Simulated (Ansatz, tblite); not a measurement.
Cost and result up the ladder for PbS₂⁻ (the lowest doublet isomer of a short search) (3 atoms). Charge -1, multiplicity 2. Geometry: PBE-D4/def2-TZVPD.

```csv
atom,x (Å),y (Å),z (Å)
Pb1,-0.424,-0.083,-0.570
S2,1.711,1.017,-0.970
S3,-1.288,-0.934,1.540
```

Ansatz on 4 threads of Arm Neoverse V2 on a shared host; xTB runs through tblite on one thread. Times are rough, summed over both states, and most runs start from the orbitals of an earlier one. PBE0-D4/def2-TZVPD serves as the yardstick here, not as an exact answer. The other state is a triplet.

In the def2 sets Pb takes a core potential; there is no spin–orbit coupling. The xTB rows come from tblite. The order of the spin states hangs on the level: the singlet lies 0.10 eV below the triplet at PBE-D4/def2-TZVPD, but 0.07 eV above it at r2SCAN-D4/def2-TZVPD. The singlet is doubtful at r2SCAN-D4/def2-TZVPD (restricted singlet with a triplet 0.07 eV lower at the same geometry). The structure comes from a short search, and lower isomers may exist.

Raw xTB energies of ions are shifted by several eV, and xTB has no spin-polarisation term.

```
                           level  functions  wall time
                        GFN1-xTB         22    0.004 s
                        GFN2-xTB         22    0.004 s
               PBE-D4/def2-TZVPD        148      6.7 s
PBE0-D4/def2-TZVPD (with forces)        148       11 s
            r2SCAN-D4/def2-TZVPD        148       18 s
```

Problem. Estimate what each level gives for the vertical IE (eV).

Solution. 
```csv
level,vertical IE (eV),difference from PBE0-D4/def2-TZVPD (eV)
GFN1-xTB,6.87,3.48
GFN2-xTB,7.85,4.46
PBE-D4/def2-TZVPD,3.37,-0.02
PBE0-D4/def2-TZVPD (with forces),3.39,0.00
r2SCAN-D4/def2-TZVPD,3.39,0.00
```
